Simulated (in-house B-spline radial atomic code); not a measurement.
RPA and G0W0 on BHandHLYP: the silver ion Ag⁶⁺

Configuration [Kr] 4d5, highest spin, mean-field start BHandHLYP. Computed with a B-spline radial code for spherical atoms: all electrons, non-relativistic, point nucleus, each spin shell either full or empty, empty states to l = 9 with an (l + 1/2)⁻⁴ tail; G0W0 by contour deformation at full frequency.

Without relativity these are model numbers: it shifts the levels of so heavy an element strongly and can reorder them.

Command:
```bash
python run_gw.py task.json out
```
Settings (radii: box in bohr, nucleus in fm):
```
Z                        47
electrons                41
configuration            [Kr] 4d5
hamiltonian              nr
method                   bhandhlyp
lmax                     9
spin_polarised           True
box_radius               9.29
intervals                51
```

Run time, properties included: 2 s on 1 thread of Intel(R) Xeon(R) 6975P-C, with other jobs on the host.

Energies (hartree):

```tsv
term	value
mean-field total	-5190.29581
Hartree-Fock functional on these orbitals	-5188.22725
direct second order	-3.3087
second-order exchange	0.94993
SOSEX correction	0.89801
```

**Question.** What is the RPA correlation energy, and what remains with SOSEX?

**Answer.** RPA gives -2.9918 hartree (-1.99 eV per electron); RPA + SOSEX gives -2.0938, and the second-order doubles -2.3588 hartree (no singles). SOSEX takes back 30 % of the RPA value.

Quasi-particle levels (eV):

```tsv
level	occupied	mean field	Σx - vxc	Σc	QP weight	G0W0
4d up	yes	-103.74	-4.71	?	?	?
4p down	yes	-152.80	-4.32	-0.55	0.962	-157.67
4s down	yes	-188.75	-8.03	5.66	0.873	-191.12
4d down	no	-88.14	6.90	-3.54	0.971	-84.78
```

G0W0 = mean field + (Σx - vxc) + Σc, with Σc (partial-wave tail included) taken at the quasi-particle energy. Only the outer levels were computed. Levels of low weight are left out.

**Question.** Where does G0W0 put 4d up?

**Answer.** At -108.66 eV, with Σc = -0.21 eV and a quasi-particle weight of 0.970. The tabulated removal energy is 106 ± 2 eV (NIST, tabulated theory); the calculation leaves out relativity, Breit and QED terms, and what these don't explain is the method's own error.
